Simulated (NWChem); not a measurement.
Species: CH₂NO, doublet; SMILES O=C[NH]

Computed with NWChem. Pople sets run with spherical d functions. Spin-unrestricted. No stability test was run on the SCF state. Level PBE/6-31G*: optimisations from one semi-empirical or force-field start; each run changes one setting, and all end within 0.3 mHa of each other. One conformer.

```json
[
 {"setting": "redundant internal coordinates, default thresholds", "optimisation steps": "4"},
 {"setting": "tight thresholds", "optimisation steps": "6"},
 {"setting": "Cartesian coordinates", "optimisation steps": "7"},
 {"setting": "loose thresholds", "optimisation steps": "3"}
]
```
